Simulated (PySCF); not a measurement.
# VNI₂: from structure and modes to constants

All numbers come from PySCF, PBE0, basis V def2-SVP, N def2-SVP, I def2-SVP with ECP28 (scalar-relativistic core potentials, no spin–orbit coupling, density fitting).

The singlet minimum has Cs symmetry. Masses (u): V 50.94396, N 14.00307, I 126.90447.

```xyz
4
charge 0 multiplicity 1, angstrom
V     0.0000   -0.3492    0.8354
N     0.0000    0.2838    2.1885
I     2.2180    0.0608   -0.3063
I    -2.2180    0.0608   -0.3063
```

Harmonic wavenumbers (cm⁻¹): 41.4 (a', ×1), 137.5 (a', ×1), 212.6 (a'', ×1), 228.0 (a', ×1), 372.2 (a'', ×1), 1279.5 (a', ×1).

Find the principal moments of inertia and the rotational constants. What kind of rotor is it?

About the centre of mass I = 134.64, 1255.9, 1376 u Å². With B = 16.8576/I this gives 0.1252, 0.01342, 0.01225 cm⁻¹. The molecule is an asymmetric top with κ = -0.98.

Find the vibrational entropy and heat capacity at 298.15 K.

With u = 1.43878 ω/T, each mode gives S = R[u/(eᵘ−1) − ln(1−e⁻ᵘ)] and C = R u² eᵘ/(eᵘ−1)².
| ω (cm⁻¹) | u | S (J/(mol K)) | C (J/(mol K)) |
| --- | --- | --- | --- |
| 41.4 | 0.200 | 21.72 | 8.29 |
| 137.5 | 0.663 | 11.88 | 8.02 |
| 212.6 | 1.026 | 8.46 | 7.62 |
| 228.0 | 1.100 | 7.93 | 7.52 |
| 372.2 | 1.796 | 4.48 | 6.40 |
| 1279.5 | 6.175 | 0.12 | 0.66 |
The sums over all modes are S = 54.6 and C = 38.5 J/(mol K); the softest mode gives 40 % of the entropy.

Stability towards spin polarisation was not tested. Only a few start shapes were tried, so a lower isomer may exist.
